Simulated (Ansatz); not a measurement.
One geometry of cyclo-(F2GeNH)3 (Ge3N3F6H3), several levels of theory.

```yaml
crystal:
  periodic: [false, false, false]
  atoms:
    - {symbol: Ge, position_ang: [1.822271, 0.466926, -0.203632]}
    - {symbol: F, position_ang: [3.185139, -0.512858, -0.666638]}
    - {symbol: F, position_ang: [2.572965, 2.020744, 0.031204]}
    - {symbol: N, position_ang: [0.585718, 0.537538, -1.527999]}
    - {symbol: Ge, position_ang: [-1.179398, 0.125917, -1.474186]}
    - {symbol: F, position_ang: [-1.577571, -1.078587, -2.667053]}
    - {symbol: F, position_ang: [-2.152866, 1.471307, -1.998435]}
    - {symbol: N, position_ang: [-1.661136, -0.413854, 0.188523]}
    - {symbol: Ge, position_ang: [-0.642802, -0.592719, 1.678135]}
    - {symbol: F, position_ang: [-0.745324, -2.206237, 2.324640]}
    - {symbol: F, position_ang: [-1.292369, 0.350984, 2.989759]}
    - {symbol: N, position_ang: [1.080812, -0.148123, 1.332559]}
    - {symbol: H, position_ang: [0.931004, 0.871860, -2.433595]}
    - {symbol: H, position_ang: [-2.655127, -0.635243, 0.307158]}
    - {symbol: H, position_ang: [1.728684, -0.257665, 2.119550]}
basis:
  gaussian: {orbitals: 6-31G}
hamiltonian: {xc: hf}
scf: {omitted_lower_state_checks: [starts]}
output: {orbitals: {seedname: orbitals}}
```

The file start.molden holds the orbitals of an earlier run on this structure, at another level or in another basis.

```sh
$ ansatz run in.yaml --threads 4 --pin off --events-out ev --progress --plain --max-ram 6963MiB
```

Shortened log:

```
Functional definition: HF
  name "HF"
  cite "Fock, Z. Phys. 61, 126 (1930) doi:10.1007/BF01340294"
  parent pbe
  exchange = exact_x
  correlation = 0
these checks for a lower state are left out or cut short: starts
1728 factors; integrals over basis functions are off by at most 2.5e-4 eV
mean field evaluation 1: about -190118.0579 eV, gradient 6.7e1 eV
mean field evaluation 2: about -190118.2498 eV, gradient 6.8e1 eV
mean field evaluation 4: about -190126.6969 eV, gradient 3.5e0 eV
mean field evaluation 8: about -190126.7539 eV, gradient 3.5e-1 eV
mean field -190126.75451119 eV, -6987.0293557433 hartree, gradient 6.7e-5 eV, S^2 0.000000; 0 other end points of the search recorded, 0 dependent functions left out
reference -190126.75451119 eV, -6987.0293557433 hartree; 87, 87 occupied and 87, 87 virtual orbitals, 1728 factors
Total energy: -190126.75451119 eV, -6987.0293557433 hartree
Checks for a lower state left out: starts
```

Hardware: 4 threads of Arm Neoverse V2 on a shared host. Wall time 3.3 s.

As the first input, with `gaussian: {orbitals: def2-TZVP, initial_orbitals: start.molden}`, `hamiltonian: {xc: {name: B3LYP}, dispersion: d4}` (abridged; 30 s):

```
Functional definition: B3LYP
mean field -190397.25089353 eV, -6996.9699144454 hartree, gradient 1.5e-5 eV, S^2 0.000000
Total energy: -190398.19914219 eV, -6997.0047619408 hartree
Checks for a lower state left out: starts
```

First input, but with `gaussian: {orbitals: def2-TZVP, initial_orbitals: start.molden}`, `hamiltonian: {xc: pbe, dispersion: d4}` (abridged; 11 s):

```
Functional definition: PBE
mean field -190347.75950088 eV, -6995.1511393120 hartree, gradient 1.0e-5 eV, S^2 0.000000
Total energy: -190348.34752579 eV, -6995.1727488286 hartree
Checks for a lower state left out: starts
```

Geometry: PBE-D4/def2-SVP.

The 6-31G sets use Cartesian d functions. B3LYP takes the VWN-RPA correlation.
